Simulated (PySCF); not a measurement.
Computed shifts of a molecule C2H10OSi3, PySCF with B3LYP/pcSseg-1, GIAO, gas phase, atoms alike by connectivity averaged where their shifts nearly agree, in ppm (number of nuclei): ¹³C: 202.0 (1), 36.0 (1). ²⁹Si: -67.8 (1), -105.3 (1), -109.8 (1). ¹H: 10.00 (1), 4.46 (1), 4.04 (1), 3.86 (3), 3.69 (1), 3.59 (1), 2.23 (2). References: ¹⁷O against H2O (σ = 333.8 ppm); ¹³C against TMS (σ = 181.3 ppm); ²⁹Si against TMS (σ = 338.7 ppm); ¹H against TMS (σ = 31.68 ppm), references at their B3LYP-D3(BJ)/def2-TZVP geometries, non-relativistic. Geometry optimised at B3LYP-D3(BJ)/def2-SVP. The values are those of a single conformer.

Q: Which structure fits?
A) [SiH3][SiH2][Si@@H]1CCO1
B) O[SiH2]C1[SiH2]C[SiH2]1
C) O=CC[SiH2][SiH2][SiH3]
D) [SiH3][C@H]1O[SiH2]C[SiH2]1

A: C, O=CC[SiH2][SiH2][SiH3]
